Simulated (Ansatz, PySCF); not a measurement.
CH₅F₂NOSi, SMILES N[Si@](O)(F)CF. Atoms are numbered in the order given.

```xyz
11

N      1.5157    -0.6592     0.5993
Si     0.1913     0.3190     0.1918
O      0.6107     1.3849    -1.0055
F     -0.3464     1.2571     1.4183
C     -1.2544    -0.8350    -0.1944
F     -0.7871    -1.9488    -0.8947
H      2.4748    -0.3334     0.5586
H      1.4375    -1.6618     0.4637
H      0.1523     2.2335    -1.0167
H     -1.7357    -1.1806     0.7385
H     -2.0338    -0.3344    -0.7966
```

The structure is a stationary point at B3LYP-D3(BJ)/def2-SVP. The structure was generated by enumeration; whether it is a known compound was not checked. The values are those of a single conformer.

Two levels are set side by side: PBE-D3(BJ)/def2-SVP (Ansatz, a first-principles code) and B3LYP-D3(BJ)/def2-SVP (Ansatz). Each level has its own optimised geometry; the coordinates shown are those of the second. Frequencies come from the Hessian of PySCF at each geometry. Differences are taken from unrounded values.

| quantity | B3LYP-D3(BJ) | PBE-D3(BJ) | PBE-D3(BJ) minus B3LYP-D3(BJ) |
|---|---|---|---|
| mean bond length (Å) | 1.348 | 1.357 | 0.009 |
| bond N1–Si2 (Å) | 1.696 | 1.708 | 0.012 |
| bond Si2–O3 (Å) | 1.657 | 1.671 | 0.014 |
| bond Si2–F4 (Å) | 1.635 | 1.647 | 0.012 |
| bond Si2–C5 (Å) | 1.890 | 1.899 | 0.009 |
| bond C5–F6 (Å) | 1.396 | 1.401 | 0.005 |
| bond N1–H7 (Å) | 1.014 | 1.021 | 0.007 |
| bond N1–H8 (Å) | 1.015 | 1.022 | 0.008 |
| bond O3–H9 (Å) | 0.965 | 0.973 | 0.009 |
| bond C5–H10 (Å) | 1.105 | 1.114 | 0.009 |
| bond C5–H11 (Å) | 1.105 | 1.114 | 0.009 |
| highest harmonic wavenumber (cm⁻¹) | 3873 | 3762 | -112 |
| mean harmonic wavenumber (cm⁻¹) | 1190 | 1160 | -30 |
| zero-point energy (kcal/mol) | 45.94 | 44.76 | -1.17 |

GGA bonds tend to be longer and softer than those of functionals with exact exchange. Differences between two approximate levels are no errors against the true value.
